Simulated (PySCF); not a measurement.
PySCF input file for Te(F)(OMe) (CH3FOTe), SMILES O([Te]F)C, B3LYP-D3(BJ)/def2-SVP. The structure is a stationary point at B3LYP-D3(BJ)/def2-SVP. The def2 effective core potentials stand for the cores of Te; spin–orbit coupling is left out. Other conformers were not sampled.

```python
import numpy as np
from pyscf import gto, scf, dft, df
from pyscf.hessian import thermo

mol = gto.M(
    atom='''
    Te    0.01003876    0.27689555    0.50356729
    F    -1.78598980    0.35996336   -0.26802014
    O     0.71380994   -1.19509780   -0.61942338
    C     1.06093147   -0.91513307   -1.96934621
    H     1.77190246   -0.07404878   -2.05662437
    H     1.53556212   -1.82563857   -2.36871680
    H     0.16835958   -0.68697097   -2.57651243
    ''',
    basis='def2-SVP',
    ecp={'Te': 'def2-svp'},
    charge=0,
    spin=0,
    max_memory=1600,
    verbose=3,
)
mf = dft.RKS(mol, xc='b3lyp').density_fit(auxbasis='def2-universal-jkfit')
mf.disp = 'd3bj'
mf.grids.level = 3
mf.conv_tol = 1e-11
mf.max_cycle = 100
mf.kernel()

# [left out here: the lines that compute and print the analytic Hessian (its translational invariance restored by hand, since the grid's response is missing), thermochemistry and intensities]
```

Program output:

```
converged SCF energy = -482.885768486935

WARN: DFTD3 does not support analytical Hessian, using finite difference


WARN: Mole.unit (angstrom) is changed to Bohr

Mode                                 0                   1                   2
Irrep
Freq [cm^-1]                       92.5943            113.8466            228.3250
Reduced mass [au]                   4.7666              1.1063              5.4669
Force const [Dyne/A]                0.0241              0.0084              0.1679
Char temp [K]                     133.2226            163.7999            328.5089
Normal mode                   x     y     z       x     y     z       x     y     z
       0  Te                -0.00 -0.00 -0.02    0.00  0.01 -0.00   -0.01 -0.01 -0.01
       1   F                -0.07  0.04  0.14    0.00 -0.06 -0.00   -0.04  0.09  0.04
       2   O                -0.05 -0.02 -0.03   -0.03 -0.01 -0.00    0.18  0.04  0.03
       3   C                 0.15 -0.02  0.02    0.01  0.02  0.01   -0.01 -0.04 -0.03
       4   H                 0.17 -0.03  0.13    0.43 -0.33  0.10    0.09 -0.14 -0.17
       5   H                 0.19 -0.02  0.09   -0.47 -0.16 -0.15   -0.20 -0.12 -0.08
       6   H                 0.24  0.00 -0.10    0.09  0.56  0.10   -0.07  0.05  0.10
Mode                                 3                   4                   5
Irrep
Freq [cm^-1]                      287.0434            566.0900            605.1387
Reduced mass [au]                   3.7196              8.1053             20.2650
Force const [Dyne/A]                0.1806              1.5304              4.3723
Char temp [K]                     412.9916            814.4775            870.6599
Normal mode                   x     y     z       x     y     z       x     y     z
       0  Te                -0.01  0.01  0.03   -0.01  0.02  0.01    0.03  0.00  0.02
       1   F                 0.02 -0.02 -0.02    0.03 -0.00  0.01   -0.19  0.01 -0.08
       2   O                -0.02  0.08 -0.10    0.06 -0.19 -0.06    0.01 -0.04 -0.01
       3   C                 0.05 -0.12 -0.12    0.02 -0.00 -0.07    0.01 -0.00 -0.02
       4   H                 0.13 -0.19 -0.22   -0.03  0.05  0.02   -0.00  0.01  0.01
       5   H                 0.01 -0.22  0.05    0.07  0.09 -0.23    0.02  0.01 -0.04
       6   H                 0.10 -0.15 -0.20   -0.00  0.04 -0.02   -0.00  0.01  0.00
Mode                                 6                   7                   8
Irrep
Freq [cm^-1]                     1060.2637           1162.5177           1175.7338
Reduced mass [au]                   9.0798              1.2821              1.3291
Force const [Dyne/A]                6.0139              1.0208              1.0825
Char temp [K]                    1525.4834           1672.6041           1691.6192
Normal mode                   x     y     z       x     y     z       x     y     z
       0  Te                -0.00  0.00  0.00    0.00 -0.00 -0.00   -0.00 -0.00  0.00
       1   F                -0.00 -0.00 -0.00   -0.00  0.00 -0.00    0.00 -0.00  0.00
       2   O                 0.05  0.01 -0.17    0.05  0.00  0.03   -0.01  0.06 -0.00
       3   C                -0.06 -0.03  0.18   -0.11 -0.01 -0.05    0.01 -0.13 -0.00
       4   H                -0.02 -0.06  0.12    0.09 -0.13  0.47   -0.21  0.11  0.42
       5   H                -0.02 -0.00  0.14    0.20  0.04  0.23    0.18  0.20 -0.57
       6   H                 0.02 -0.03  0.05    0.27  0.16 -0.57   -0.02  0.25  0.19
Mode                                 9                  10                  11
Irrep
Freq [cm^-1]                     1448.8586           1457.1488           1476.9620
Reduced mass [au]                   1.0902              1.0767              1.0507
Force const [Dyne/A]                1.3484              1.3470              1.3504
Char temp [K]                    2084.5849           2096.5128           2125.0194
Normal mode                   x     y     z       x     y     z       x     y     z
       0  Te                -0.00  0.00  0.00   -0.00  0.00  0.00   -0.00  0.00  0.00
       1   F                 0.00 -0.00  0.00    0.00  0.00  0.00    0.00 -0.00  0.00
       2   O                 0.01 -0.00 -0.02   -0.00 -0.00 -0.02    0.00  0.01 -0.00
       3   C                 0.05 -0.00 -0.06   -0.02 -0.01 -0.07    0.00  0.05 -0.02
       4   H                -0.35  0.36  0.45    0.22 -0.18  0.13    0.34 -0.21  0.48
       5   H                -0.40 -0.40  0.35    0.46  0.03  0.43   -0.17  0.04 -0.22
       6   H                -0.06  0.05  0.12   -0.34  0.20  0.53   -0.23 -0.65  0.07
Mode                                12                  13                  14
Irrep
Freq [cm^-1]                     3000.0223           3083.0796           3109.5698
Reduced mass [au]                   1.0317              1.1065              1.1062
Force const [Dyne/A]                5.4708              6.1970              6.3019
Char temp [K]                    4316.3642           4435.8651           4473.9787
Normal mode                   x     y     z       x     y     z       x     y     z
       0  Te                -0.00  0.00  0.00    0.00 -0.00 -0.00    0.00 -0.00 -0.00
       1   F                 0.00  0.00  0.00   -0.00  0.00 -0.00    0.00  0.00  0.00
       2   O                 0.00 -0.00 -0.00   -0.00  0.00  0.00    0.00 -0.00  0.00
       3   C                 0.01  0.02 -0.04    0.07  0.04  0.03   -0.05  0.08  0.01
       4   H                -0.45 -0.52  0.04   -0.40 -0.49  0.04   -0.14 -0.14  0.01
       5   H                -0.19  0.36  0.15    0.09 -0.13 -0.05    0.36 -0.70 -0.29
       6   H                 0.45 -0.11  0.29   -0.56  0.15 -0.36    0.32 -0.07  0.21
temperature 298.1500 [K]
pressure 101325.00 [Pa]
Rotational constants [GHz] 6.93461 2.91712 2.21147
Symmetry number 1
Zero-point energy (ZPE) 0.04298 [Eh]   112850.884 [J/mol]
                           tot       elec      trans        rot        vib
Entropy [J/mol/K]       331.203      0.000    173.346    110.361     47.496
Cv [J/mol/K]             69.040      0.000     12.472     12.472     44.097
Cp [J/mol/K]             77.354      0.000     20.786     12.472     44.097
Internal energy [J/mol]                      3718.434   3718.434 120288.471
Internal energy [Eh]   -482.83712  -482.88577
Enthalpy [J/mol]                             6197.391   3718.434 120288.471
Enthalpy [Eh]          -482.83618
Gibbs free energy [J/mol]                  -45485.611 -29185.841 106127.496
Gibbs free energy [Eh] -482.87379
mode   freq/cm-1   IR/(km/mol)
   1       92.59         6.369
   2      113.85         0.731
   3      228.33        12.485
   4      287.04         2.750
   5      566.09        40.227
   6      605.14        46.775
   7     1060.26       135.168
   8     1162.52         2.210
   9     1175.73         4.286
  10     1448.86         9.270
  11     1457.15        15.114
  12     1476.96        11.158
  13     3000.02        59.956
  14     3083.08        29.362
  15     3109.57        15.061
max |gradient| / (hartree/bohr): 8.013266191774887e-05
APT charges: [ 0.8232 -0.501  -0.7009  0.4799 -0.0352 -0.0312 -0.0349]
```

The calculation finished and met its thresholds.
